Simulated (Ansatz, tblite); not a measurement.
Removing and adding an electron: the cluster ZnF2. Charge 0, multiplicity 1. Geometry: r2SCAN-D4/def2-TZVP. Ansatz, gas phase; energy differences of separate SCF runs; the oxidised species was run as a doublet alone; the reduced species was run as a doublet alone.

```xyz
3

Zn    0.000    0.000    0.000
F    -1.601   -0.525   -0.376
F     1.601    0.525    0.376
```

The xTB rows come from tblite. Correlated methods freeze 11 core orbitals. In CCSD on the charge 1 doublet the largest single amplitude is 0.22, so its Hartree–Fock determinant may place the open shell otherwise than the density functionals do. The structure comes from a short search, and lower isomers may exist.

```tsv
level	−HOMO (eV)	vertical IE (eV)	−LUMO (eV)	vertical EA (eV)	HOMO–LUMO gap (eV)	IE − EA (eV)	remarks
GFN1-xTB	13.41	17.96	9.66	5.56	3.75	12.40	–
GFN2-xTB	14.34	19.03	10.03	4.82	4.31	14.21	–
HF/def2-TZVPD	–	–	–	-0.54	–	–	HOMO above zero (-1 doublet)
HF/def2-TZVPP	–	12.23	–	–	–	–	–
PBE-D4/def2-TZVP	8.58	12.70	2.92	–	5.67	–	–
PBE-D4/def2-TZVPD	8.65	–	2.97	0.27	5.68	–	HOMO above zero (-1 doublet)
r2SCAN-D4/def2-TZVP	8.99	12.87	2.59	–	6.39	–	–
r2SCAN-D4/def2-TZVPD	9.02	–	2.61	0.19	6.41	–	HOMO above zero (-1 doublet)
PBE0-D4/def2-TZVP	10.56	13.25	1.92	–	8.64	–	–
PBE0-D4/def2-TZVPD	10.60	–	1.97	0.16	8.62	–	HOMO above zero (-1 doublet)
MP2/def2-TZVPD	–	–	–	-0.15	–	–	HOMO above zero (-1 doublet)
MP2/def2-TZVPP	–	14.38	–	–	–	–	–
CCSD/def2-TZVPD	–	–	–	-0.12	–	–	HOMO above zero (-1 doublet)
CCSD/def2-TZVPP	–	13.91	–	–	–	–	–
CCSD(T)/def2-TZVPD	–	–	–	-0.06	–	–	HOMO above zero (-1 doublet)
CCSD(T)/def2-TZVPP	–	13.95	–	–	–	–	–
```

   A HOMO above zero means that the electron is unbound at that level or that self-interaction error raises the level; the energy of removing that electron tells which. Raw xTB energy differences between charge states are shifted by several eV; the methods need an empirical correction for them. A negative affinity means that the extra electron isn't bound; its size then hangs on the basis.
